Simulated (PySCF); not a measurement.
Species: phenylgermane, C₆H₈Ge.
SMILES with atom numbers: `[GeH3:1][c:2]1[cH:3][cH:4][cH:5][cH:6][cH:7]1` (hydrogens: H8, H9, H10 on Ge1; H11 on C3; H12 on C4; H13 on C5; H14 on C6; H15 on C7)

Method: PBE0-D3(BJ)/def2-TZVP geometry optimisation, gas phase in PySCF 2.14.0; density fitting, grid level 2; the optimiser is geomeTRIC in internal coordinates, started from a GFN2-xTB structure with every atom displaced at random (about 0.01 Å).

Step 0: E = -62857.8333 eV
```
atom  x, y, z in Å  |  force x, y, z in eV/Å
Ge1     2.2993    0.2203   -0.5771   -1.422   0.994   0.357
C2      0.3413    0.4533   -0.3955    0.714  -0.038  -0.082
C3     -0.4937   -0.6657   -0.3517    2.768  -0.333  -0.142
C4     -1.8103   -0.5315   -0.2194   -3.386  -0.368   0.252
C5     -2.4169    0.7194   -0.1415   -0.217   0.750   0.112
C6     -1.6125    1.8555   -0.1795   -0.105  -0.439  -0.023
C7     -0.2280    1.7131   -0.3090   -0.617  -0.324   0.030
H8      2.9062   -0.3424    0.6453    0.389  -0.497   1.063
H9      2.6109   -0.6729   -1.6872    0.270  -0.990  -1.250
H10     2.9362    1.5593   -0.8195    0.212   0.624  -0.140
H11    -0.0355   -1.6523   -0.4030   -0.176   0.028  -0.028
H12    -2.4629   -1.4144   -0.1722    0.338   0.275  -0.044
H13    -3.5133    0.8393   -0.0378    0.788  -0.256  -0.078
H14    -2.0672    2.8366   -0.1065    0.077   0.045  -0.025
H15     0.3867    2.5852   -0.3476    0.365   0.529  -0.003
```

Step 1: E = -62858.0390 eV
```
atom  x, y, z in Å  |  force x, y, z in eV/Å
Ge1     2.2854    0.2524   -0.5724    0.258  -0.275   0.012
C2      0.3531    0.4343   -0.4176    0.020   0.075  -0.041
C3     -0.4775   -0.6806   -0.3749   -0.544   0.124  -0.154
C4     -1.8628   -0.5346   -0.2560    0.638  -0.028   0.125
C5     -2.4135    0.7277   -0.1196   -0.090   0.020   0.097
C6     -1.5949    1.8476   -0.1561   -0.008   0.027  -0.018
C7     -0.2258    1.6997   -0.3227    0.067   0.090   0.023
H8      2.8630   -0.2463    0.7897   -0.073   0.107  -0.327
H9      2.6631   -0.7920   -1.6790   -0.120   0.323   0.332
H10     2.9084    1.6307   -0.9115   -0.095  -0.195   0.036
H11    -0.0708   -1.6784   -0.4633    0.112  -0.120   0.005
H12    -2.4860   -1.4169   -0.2398   -0.124  -0.070   0.019
H13    -3.4798    0.8336    0.0487    0.002   0.045  -0.124
H14    -2.0255    2.8394   -0.0568    0.029  -0.051  -0.009
H15     0.4040    2.5860   -0.3709   -0.071  -0.071   0.025
```

Step 2: E = -62858.0628 eV
```
atom  x, y, z in Å  |  force x, y, z in eV/Å
Ge1     2.2807    0.2445   -0.5709    0.041  -0.056   0.005
C2      0.3522    0.4426   -0.4126    0.101   0.050  -0.020
C3     -0.4736   -0.6770   -0.3784   -0.241   0.052   0.027
C4     -1.8494   -0.5349   -0.2327    0.136  -0.126  -0.041
C5     -2.4132    0.7263   -0.1225    0.064   0.019   0.041
C6     -1.5960    1.8470   -0.1591   -0.069   0.060  -0.011
C7     -0.2243    1.7081   -0.3063    0.000  -0.098  -0.008
H8      2.8753   -0.2637    0.7573   -0.001   0.012  -0.033
H9      2.6336   -0.7729   -1.6742   -0.026   0.039   0.038
H10     2.9022    1.6091   -0.9066    0.005   0.014  -0.006
H11    -0.0546   -1.6746   -0.4672    0.017   0.017   0.005
H12    -2.4772   -1.4186   -0.2100   -0.025   0.014   0.009
H13    -3.4849    0.8354   -0.0005    0.010   0.006  -0.023
H14    -2.0309    2.8366   -0.0762   -0.005   0.010   0.001
H15     0.4004    2.5950   -0.3425   -0.008  -0.013   0.015
```

**Question.** Estimate the geometry and energy of step 3. (The exact step hangs on the optimiser's Hessian estimate; all steps are aligned on step 2, rigid shifts and turns removed.)

**Answer.** E = -62858.0615 eV, largest force 0.233 eV/Å
```
atom  x, y, z in Å  |  force x, y, z in eV/Å
Ge1     2.2840    0.2467   -0.5710   -0.044   0.002   0.007
C2      0.3541    0.4370   -0.4073   -0.079   0.060   0.025
C3     -0.4814   -0.6771   -0.3733    0.029  -0.191   0.008
C4     -1.8547   -0.5430   -0.2296    0.146   0.146  -0.039
C5     -2.4053    0.7258   -0.1258   -0.224   0.058   0.025
C6     -1.5962    1.8521   -0.1601    0.053  -0.200  -0.015
C7     -0.2245    1.7000   -0.2989    0.077   0.101  -0.015
H8      2.8929   -0.2600    0.7461    0.014  -0.009   0.035
H9      2.6287   -0.7621   -1.6755    0.007  -0.036  -0.042
H10     2.8968    1.6139   -0.9103    0.000   0.024  -0.004
H11    -0.0596   -1.6739   -0.4596    0.012  -0.001  -0.002
H12    -2.4896   -1.4224   -0.2063    0.018   0.039   0.003
H13    -3.4778    0.8393   -0.0203   -0.032   0.000   0.010
H14    -2.0305    2.8425   -0.0819    0.002  -0.020   0.002
H15     0.4033    2.5840   -0.3285    0.022   0.025   0.002
```

The energy changes by +0.0013 eV. The first-order estimate −F·Δx gives -0.0056 eV and the mean of the old and new forces, exact on a quadratic surface, +0.0013 eV. The step makes an angle of 72° with the force vector and moves no atom by more than 0.021 Å. The energy falls at the start of this step and ends higher, so the step passed the lowest point of its straight line.

What follows is the cost of the whole optimisation. On AMD EPYC, 2 threads, no GPU (shared host), this took 5.7 min wall, 13 min CPU and 1.7 GiB of memory at its peak.
